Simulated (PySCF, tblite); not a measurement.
Parent: `[CH2:1]=[C:2]=[C:3]([C:4]#[C:5][CH3:6])[C:7](=[O:8])[OH:9]` with C2–C3–C7–O8 178°, C3–C7–O9–H 180°, C7H6O2.

Structures optimised with GFN2-xTB, isolated species. One conformer each, not checked by frequencies here.

```
coordinate of the parent    value
                   C1=C2  1.288 Å
                   C2=C3  1.316 Å
                   C3–C4  1.418 Å
                   C4≡C5  1.202 Å
                   C5–C6  1.443 Å
                   C3–C7  1.483 Å
                   C7=O8  1.203 Å
                   C7–O9  1.346 Å
                C1–C2–C3   179.1°
                C2–C3–C4   122.7°
                C2–C3–C7   120.7°
                C4–C3–C7   116.6°
                C3–C4–C5   177.7°
                C4–C5–C6   179.5°
                C3–C7–O8   125.3°
                C3–C7–O9   112.2°
                O8–C7–O9   122.5°
```

Task: How does the shared frame change in `[CH2:1]=[C:2]=[C:3]([C:4]#[C:5][CH3:6])[CH2:7][C:8](=[O:9])[OH:10]` with C2–C3–C7–C8 107°, C3–C7–C8–O9 -88°, C7–C8–O10–H -176°, C8H8O2? Atoms pair as C1 = C1, C2 = C2, C3 = C3, C4 = C4, C5 = C5, C6 = C6, C7 = C7 (parent first).

Result: 
```csv
parent,relative,value in the relative,change
C1=C2,C1=C2,1.292 Å,+0.004
C2=C3,C2=C3,1.308 Å,-0.008
C3–C4,C3–C4,1.417 Å,-0.001
C4≡C5,C4≡C5,1.202 Å,0.000
C5–C6,C5–C6,1.444 Å,+0.001
C3–C7,C3–C7,1.519 Å,+0.036
C1–C2–C3,C1–C2–C3,179.3°,+0.2
C2–C3–C4,C2–C3–C4,121.5°,-1.2
C2–C3–C7,C2–C3–C7,122.0°,+1.3
C4–C3–C7,C4–C3–C7,116.5°,-0.1
C3–C4–C5,C3–C4–C5,177.9°,+0.2
C4–C5–C6,C4–C5–C6,179.4°,-0.1
```

Of the parent's bonds, C3–C7 changes most (+0.036 Å). Bonds of the relative outside the shared frame: C7–C8 1.508, C8=O9 1.201, C8–O10 1.339 Å.

These are computed values.
